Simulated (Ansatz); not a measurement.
Consider the atomization: `CO[Si](C)O`• → 2 C• + 7 H• + 2 O• + Si•.

Calculated with Ansatz (gas phase, PBE0-D4/def2-TZVP geometries, no zero-point term in ΔE). CCSD(T)/CBS adds triple-zeta CCSD(T) − MP2 to the extrapolated MP2 energy (def2 sets, frozen cores). This one scheme is used for every species, atoms too. DFT in def2-TZVPP. B3LYP here is the variant with VWN-RPA as its local correlation; programs differ in this. No spin–orbit coupling; open shells (•) take unrestricted orbitals. Spin–orbit coupling would lower the free atoms: a little for C, O, Si. Each species was taken in one conformer, which may not be the lowest.

```tsv
level	ΔE (kJ/mol)
PBE-D4	4657.2
B3LYP-D4	4577.7
```

What does CCSD(T)/CBS give? (Estimate.)

Computed: +4587.0 kJ/mol. The listed levels differ from it by 70.2, -9.3 kJ/mol.

Largest T1 diagnostic among the species: 0.013.

The D4 term adds +36.4 kJ/mol with B3LYP and +19.1 kJ/mol with PBE0; it sums over pairs of atoms, weighted by their polarisabilities, and B3LYP, whose exchange is more repulsive, gets the larger term. In def2-TZVPP, CCSD(T) changes the Hartree–Fock value by +1114.3 kJ/mol (the triples alone add +61.7 kJ/mol) and MP2 by +1196.5 kJ/mol; breaking electron pairs costs correlation energy, which Hartree–Fock lacks. From PBE to PBE0 (25 % exact exchange), in def2-TZVPP and without D4, ΔE moves by −81.4 kJ/mol: exact exchange takes away binding that semilocal exchange gives to molecules.

For atomizations the MP2-based limit and the directly extrapolated one differ by several kJ/mol either way, and by 10 to 25 for some Ge, Se and Sn compounds, so smaller differences from it don't rank the levels.
